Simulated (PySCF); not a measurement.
H2S2Zn, SMILES [SH][Zn][SH].

Coordinates come from a r2SCAN-D4/def2-TZVP optimisation. The values are those of a single conformer.

Method: IEF-PCM-ωB97X/def2-SVP (PySCF 2.14.0).

The values are the electrostatic part of the solvation free energy, E(continuum) − E(gas) at the gas-phase geometry, in a cavity of scaled van der Waals radii (PySCF's table); cavitation and dispersion terms are not included. A continuum can't describe solvent molecules that bind to the metal. In vacuum the orbital gap is 10.83 eV. The dipole moment in vacuum is 1.32 D.

Computed values in water (ε = 78.36), n-hexane (ε = 1.88), tetrahydrofuran (ε = 7.43):
```csv
solvent,ε,ΔG(elec) (kcal/mol),dipole (D),gap (eV)
water,78.36,-17.5,1.75,11.33
n-hexane,1.88,-5.6,1.45,10.98
tetrahydrofuran,7.43,-13.7,1.65,11.21
```
